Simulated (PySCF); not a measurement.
C₇H₁₀Cl₂Si₂, SMILES C[SiH2]c1ccc([SiH](Cl)Cl)cc1 (GFN2-xTB optimised geometry):

```
21

Si    -0.778     0.707     0.000
Cl     1.244     0.707     0.000
Cl    -1.425    -0.192     1.692
C     -1.409    -0.248    -1.500
C     -2.220     0.358    -2.457
C     -2.677    -0.349    -3.552
C     -2.346    -1.687    -3.740
C     -1.534    -2.291    -2.784
C     -1.074    -1.589    -1.687
Si    -3.002    -2.666    -5.220
C     -4.600    -3.550    -4.697
H     -1.244     2.087     0.000
H     -2.494     1.396    -2.339
H     -3.303     0.148    -4.280
H     -1.257    -3.329    -2.904
H     -0.445    -2.087    -0.962
H     -3.272    -1.733    -6.321
H     -1.988    -3.647    -5.627
H     -4.423    -4.228    -3.866
H     -5.360    -2.840    -4.383
H     -5.011    -4.132    -5.516
```

Calculation: PBE0/def2-SVP in PySCF.

**Question.** What are the frontier orbital energies and the dipole moment?

**Answer.** HOMO-2 -8.49 eV, HOMO-1 -7.67 eV, HOMO -7.59 eV, LUMO -1.18 eV, LUMO+1 -0.43 eV; dipole moment 2.02 D.

On the same geometry PySCF with PBE/def2-SVP gives HOMO-2 -7.10 eV, HOMO-1 -6.63 eV, HOMO -6.54 eV, LUMO -1.97 eV, LUMO+1 -1.33 eV; dipole moment 1.89 D.

Meta-Löwdin charges at PBE0/def2-SVP: Si1 0.80, Cl2 -0.26, Cl3 -0.26, C4 -0.23, C5 -0.09, C6 -0.10, C7 -0.21, C8 -0.10, C9 -0.09, Si10 0.62, C11 -0.54, H12 -0.10, H13 0.10, H14 0.10, H15 0.10, H16 0.11, H17 -0.10, H18 -0.10, H19 0.12, H20 0.12, H21 0.12.
